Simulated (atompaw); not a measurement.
## Before and after: PAW (atompaw) potential for Ca

atompaw 4.2.0.5 input, output lines left out:

```
Ca 20
LDA-PW scalarrelativistic loggrid 1500 logderivrange -5 5 251
4 4 3 0 0 0
4 0 0
4 1 0
3 2 0
0 0 0
c
c
c
v
c
v
v
v
2
3.00 2.60 2.25 2.75
y
-0.3
n
n
y
-0.8
n
custom polynom vanderbiltortho besselshape
3 1 vpsmatchnc
3.00
3.00
2.10
1.90
2.90
2.90
```

Change: all radii scaled by about 0.80 (s 2.40, p 1.68, d 2.32 bohr); local potential vpsmatchnc scheme with l = 3 at 1 Ry, radius 1.80 bohr; augmentation besselshape compensation charge, radius 2.08 bohr; PAW radius 2.40 bohr; waves and projectors: custom polynom vanderbiltortho; core correction smooth core density matched at 2.20 bohr.

Cutoffs: the cutoffs (Ry, on a coarse ladder) from which the occupation-weighted sum of valence levels, in a spherical-Bessel basis at the reference potential, stays within 10 and 1 mRy of its value at 400 Ry; they do not see the model core or the augmentation charge, which bear on the density cutoff.

**Question.** What does the change do?

**Answer.** The potential gets harder (18 Ry and 30 Ry → 25 Ry and 45 Ry); the bound ghosts move from p, s to s. A smaller radius makes the pseudo-wave follow the all-electron one further in, where it bends more sharply, so more plane waves are needed.

```
                            quantity                    base                 changed
                       cutoff, loose                   18 Ry                   25 Ry
                       cutoff, tight                   30 Ry                   45 Ry
                        bound ghosts                    s, p                       s
lowest overlap eigenvalue by channel  s 0.10, p 1.00, d 0.93  s 0.55, p 0.88, d 0.93
```

 A true bound ghost makes a file unfit for plane-wave use even where its test errors are small: the radial tests pick states by their node count and pass the ghost by. The cutoffs see the waves, projectors and local potential, not the compensation charge or the core.
